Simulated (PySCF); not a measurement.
Core-level binding energies of diboron tetrachloride

Species: diboron tetrachloride, B2Cl4.
Geometry (PBE0-D3(BJ)/def2-SVP, Å), atoms numbered from 1 in this order:
```xyz
6
B2Cl4 angstrom
Cl    -1.661   -1.268    0.931
B     -0.827   -0.108   -0.076
Cl    -1.745    0.863   -1.201
B      0.852    0.076    0.038
Cl     1.915   -0.900   -0.945
Cl     1.536    1.245    1.141
```

Computed, not measured: delta-SCF UKS SCAN, pcX-2 on the ionised atom, pcseg-1 elsewhere, spin-free X2C in PySCF 2.14.0. Binding energies are ΔSCF values: E(core-ionised, relaxed orbitals) − E(ground state) at a fixed geometry, referred to the vacuum level.

Question: Give the core binding energies atom by atom.

Answer: 
| atom(s) | bonded to | level | binding energy (eV) | 2p1/2 (eV) | count |
| --- | --- | --- | --- | --- | --- |
| Cl1/Cl3/Cl5/Cl6 | B | Cl 2p3/2 | 206.89 | 208.54 | 4 |
| Cl1/Cl3/Cl5/Cl6 | B | Cl 1s | 2829.48 | – | 4 |
| B2/B4 | 2 Cl and B | B 1s | 198.53 | – | 2 |

Question: What is the longest wavelength that can ionise B 1s of B2/B4 vertically?

Answer: λ = hc/E = 12398.42 eV Å / 198.53 eV = 62.451 Å.

Question: Express the binding energy of B 1s of B2/B4 in atomic units and per mole.

Answer: 198.53 eV = 7.2958 Eh = 19155 kJ/mol.

The first atom of each set that the bonding makes equivalent was ionised and stands for the set. The 2p values add to the ΔSCF energy of one spin-free hole a correction within the shell (spin–orbit coupling, ligand field). 2p1/2 minus 2p3/2 (ligand field included): Cl 1.65 eV. Isolated species at its PBE0-D3(BJ)/def2-SVP geometry, gas phase.
